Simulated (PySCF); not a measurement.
# Excited states of Si⁴⁺ (silicon, charge +4)

Ground state [Ne], ¹S. Computed with PySCF 2.14 in aug-cc-pwCVTZ with one added diffuse shell each of s, p, d, f type (9s8p6d4f, 91 functions), with the non-relativistic Hamiltonian (point nucleus). Vertical excitation energies in eV without spin-orbit coupling; excited terms of each kind are numbered among those the solver found. Frozen: nothing.

| term | leading excitation | EOM-EE-CCSD |
| --- | --- | --- |
| 1 3P° | 2p → s | 103.79 |
| 1 1P° | 2p → s | 104.80 |
| 1 3S | 2p → p | 112.11 |
| 1 3D | 2p → p | 113.74 |
| 1 1D | 2p → p | 114.42 |
| 1 1P | 2p → p | 114.58 |
| 1 3P | 2p → p | 114.61 |
| 1 1S | 2p → p | 119.01 |
| 2 3P° | 2p → d | 126.01 |
| 1 3F° | 2p → d | 126.49 |
| 1 1F° | 2p → d | 126.81 |
| 1 1D° | 2p → d | 127.18 |
| 2 3S | 2p → p | 139.45 |
| 2 1D | 2p → p | 140.22 |

The solver can miss terms.
